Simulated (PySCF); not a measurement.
C2H7Al, triplet, at a GFN2-xTB geometry (such geometries of metal compounds can be far from the true shape) (a higher spin typed on purpose: for a closed-shell molecule this is an excited state).

Here is a job for PySCF.
```python
from pyscf import gto, scf, dft

mol = gto.M(
    atom='''
Al    0.409585   -0.183141   -0.805116
C    -0.580976   -1.242085    0.751100
H    -0.376977   -2.265415    0.446223
H    -1.649395   -1.049269    0.748684
H    -0.150664   -1.050988    1.728693
C    -0.156995    1.518209    0.338901
H     0.325002    2.304755   -0.236247
H     0.240653    1.496650    1.348250
H    -1.233952    1.655441    0.344786
H     1.948551   -0.367078   -0.453892
''',
    basis='6-31g**',
    charge=0,
    spin=2,
    verbose=4,
)

mf = dft.UKS(mol)
mf.xc = 'pbe'
mf.disp = 'd4'
mf.kernel()
```

What does this run give for the <S^2>, Mulliken (on the basis functions themselves) charges in atom order, nuclear repulsion energy, HOMO energy, dipole moment, total energy?


```json
{
 "<S^2>": "2.003",
 "Mulliken (on the basis functions themselves) charges in atom order": "Al1 0.17, C2 -0.51, H3 0.16, H4 0.15, H5 0.16, C6 -0.51, H7 0.16, H8 0.16, H9 0.15, H10 -0.10",
 "nuclear_repulsion_energy": "95.1337 Eh",
 "HOMO energy": "-3.93 eV",
 "dipole_moment": "2.15 D",
 "total_energy": "-322.4594 Eh"
}
```

These values belong to the state on which the SCF converged, which isn't shown to be the lowest.
